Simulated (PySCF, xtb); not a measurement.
C2H6BBrO, SMILES CCB(O)Br.

GFN2-xTB (xtb 6.7.1) at its own geometry gives an orbital gap of 5.13 eV and a dipole moment of 3.61 D.

The structure is a stationary point at B3LYP-D3(BJ)/def2-SVP. Other conformers were not sampled.

Question: What does PBE/def2-TZVP (PySCF) give? (Estimate from the structure and the level; the computed values follow.)

Answer: gap 5.85 eV (levels -6.97 and -1.12 eV), dipole 0.78 D.
